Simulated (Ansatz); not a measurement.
```yaml
crystal:
  periodic: [false, false, false]
  atoms:
    - {symbol: Li, position_ang: [1.212266, -0.490388, 0.280045]}
    - {symbol: Li, position_ang: [-1.212219, 0.490517, -0.279905]}
    - {symbol: Br, position_ang: [-0.797585, -1.287917, 1.196706]}
    - {symbol: Br, position_ang: [0.797538, 1.287788, -1.196847]}
basis:
  gaussian: {orbitals: STO-3G}
hamiltonian: {xc: {name: wB97}}
```

```sh
$ ansatz run in.yaml --threads 2 --pin off --events-out ev --progress --plain --max-ram 4352MiB
```

It prints (some lines left out):

```
Functional definition: wB97
475 factors; integrals over basis functions are off by at most 5.8e-4 eV
174 factors; integrals over basis functions are off by at most 1.9e-5 eV
mean field evaluation 1: about -138978.4681 eV, gradient 1.1e1 eV
mean field evaluation 2: about -138979.4057 eV, gradient 2.0e0 eV
mean field evaluation 4: about -138979.4287 eV, gradient 4.4e-1 eV
mean field evaluation 8: about -138979.3961 eV, gradient 1.1e-2 eV
mean field -138979.39613523 eV, -5107.3986043514 hartree, gradient 3.5e-5 eV, S^2 0.000000; 0 other end points of the search recorded, 0 dependent functions left out
reference -138979.39612334 eV, -5107.3986039145 hartree; 38, 38 occupied and 8, 8 virtual orbitals, 475 factors
Total energy: -138979.39612334 eV, -5107.3986039145 hartree
```

It took 2.2 s on 2 threads of Arm Neoverse V1 on a shared host.
